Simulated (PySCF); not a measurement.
Si(H)2(OH)(NH2) (H5NOSi), SMILES N[SiH2]O. Atoms are numbered in the order given.

```xyz
8

Si    -0.3432    -0.3147    -0.0062
N      1.3136    -0.6901     0.1106
O     -0.5926     1.3177    -0.0955
H     -1.0159    -0.8549     1.2035
H     -0.8709    -0.9647    -1.2338
H      1.9197    -0.5903    -0.6890
H      1.8181    -0.5213     0.9671
H     -1.5005     1.6250    -0.1712
```

Geometry optimised at r2SCAN-D4/def2-TZVP. The geometry has at least one imaginary mode, so it is a saddle point at that level. One conformer was computed; it need not be the lowest.

These are PySCF 2.14.0 with r2SCAN-D4/def2-TZVP values and carry that method's errors.

Frequencies are harmonic and unscaled.

```csv
mode,ν (cm⁻¹),IR (km/mol),moving atoms (share of kinetic energy)
1,66i,43.8,H 96 %
2,270,86.3,H 92 %
3,288,62.8,"H 43 %, O 27 %, Si 19 %, N 11 %"
4,397,160.2,"H 53 %, N 38 %"
5,570,35.1,"H 87 %, Si 10 %"
6,775,190.2,H 89 %
7,793,29.8,H 91 %
8,830,71.1,"O 42 %, Si 24 %, N 23 %, H 10 %"
9,888,19.1,"H 44 %, N 24 %, O 17 %, Si 14 %"
10,906,57.8,"H 76 %, N 17 %"
11,969,126.3,"H 90 %, Si 9 %"
12,982,223.4,"H 59 %, Si 30 %"
13,1585,50.6,"H 90 %, N 10 %"
14,2204,195.1,H 96 %
15,2209,109.2,H 98 %
16,3573,22.4,H 96 %
17,3664,29.1,"H 91 %, N 9 %"
18,3853,48.2,H 94 %
```
